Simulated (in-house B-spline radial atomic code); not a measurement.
Configurations of I III (I2+), with energies counted from [Kr] 4d10 5s2 (5p1/2)2 (5p3/2)1. All numbers are computed (Dirac-Hartree-Fock, average of each configuration as written; Fermi nucleus of rms radius 4.75 fm) with a radial B-spline atomic code at the basis-set limit, not measured. Energies include first-order Breit, QED and recoil terms.

Occupations are held fixed; configurations that lie above the ionisation limit could autoionise.

| configuration | E - E(ref) (eV) | highest orbital | its <r> (bohr) |
| --- | --- | --- | --- |
| [Kr] 4d10 5s2 (5p1/2)1 (5p3/2)2 | 0.82037 | 5p3/2 | 2.251 |
| [Kr] 4d10 5s2 (5p3/2)3 | 2.4457 | 5p3/2 | 2.249 |
| [Kr] 4d10 5s2 (5p1/2)1 (5p3/2)1 (7g9/2)1 | 26.429 | 7g9/2 | 21.1 |
| [Kr] (4d3/2)3 (4d5/2)6 5s2 (5p1/2)2 (5p3/2)1 (6g9/2)1 | 76.793 | 6g9/2 | 14.61 |
| [Ar] (3d3/2)4 (3d5/2)5 4s2 4p6 4d10 5s2 (5p3/2)3 (9d3/2)1 | 650.57 | 9d3/2 | 23.42 |

(1) Order these further configurations by energy, lowest first.
A. [Ar] (3d3/2)3 (3d5/2)6 4s2 4p6 4d10 5s2 (5p3/2)4
B. [Kr] 4d10 5s2 (5p1/2)1 (5p3/2)1 (5d3/2)1
C. [Ar] (3d3/2)3 (3d5/2)6 4s2 4p6 4d10 5s2 (5p1/2)2 (5p3/2)1 (5d5/2)1
D. [Kr] 4d10 5s2 (5p1/2)2 (6d3/2)1
E. [Kr] 4d10 5s2 (5p1/2)2 (9g7/2)1

(2) How far above the reference does [Kr] (4d3/2)4 (4d5/2)5 5s2 (5p1/2)2 (5p3/2)1 (5g9/2)1 lie?

Results:

(1) B (14.265 eV), D (20.378 eV), E (26.684 eV), A (634.45 eV), C (646.55 eV).

(2) 73.404 eV; its least bound orbital is 5g9/2 with <r> = 9.136 bohr.
